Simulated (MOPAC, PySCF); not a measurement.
C₉H₆BNS, SMILES `Bc1c(C#N)sc2ccccc12`, neutral singlet in the gas phase. 

Cartesian coordinates (Å):
```xyz
18

B      2.2519     1.4344    -0.3889
C      1.3536     0.2183    -0.1134
C      1.8676    -1.0651     0.0996
C      3.2282    -1.4575     0.1007
N      4.3400    -1.8118     0.1081
S      0.6565    -2.2805     0.3914
C     -0.6167    -1.0986     0.2382
C     -1.9911    -1.3418     0.3573
C     -2.8570    -0.2634     0.2020
C     -2.3633     1.0292    -0.0663
C     -0.9991     1.2639    -0.1833
C     -0.0922     0.1950    -0.0319
H      3.4483     1.2980    -0.4250
H      1.7645     2.5236    -0.5689
H     -2.3713    -2.3451     0.5655
H     -3.9352    -0.4237     0.2898
H     -3.0665     1.8581    -0.1836
H     -0.6184     2.2669    -0.3912
```
Charge 0, multiplicity 1.

All levels are single points at this geometry (r2SCAN-D4/def2-SVP); Pople sets use spherical d functions. Orbital energies aren't observables, and empty levels follow the basis.

B3LYP/6-31G* in PySCF gives dipole (D) = 5.17.

### Question
Estimate the dipole (D) from each of these levels: r2SCAN-D4/def2-TZVP in PySCF; B3LYP/3-21G in PySCF; B3LYP/6-311+G** in PySCF; M06-2X/6-31G* in PySCF; HF/3-21G in PySCF; HF/STO-3G in PySCF; PM6 in MOPAC; PM7 in MOPAC.

### Answer

```json
[
 {"level": "r2SCAN-D4/def2-TZVP in PySCF", "dipole (D)": "5.40"},
 {"level": "B3LYP/3-21G in PySCF", "dipole (D)": "4.88"},
 {"level": "B3LYP/6-311+G** in PySCF", "dipole (D)": "5.29"},
 {"level": "M06-2X/6-31G* in PySCF", "dipole (D)": "4.94"},
 {"level": "HF/3-21G in PySCF", "dipole (D)": "5.03"},
 {"level": "HF/STO-3G in PySCF", "dipole (D)": "3.56"},
 {"level": "PM6 in MOPAC", "dipole (D)": "4.43"},
 {"level": "PM7 in MOPAC", "dipole (D)": "4.60"}
]
```
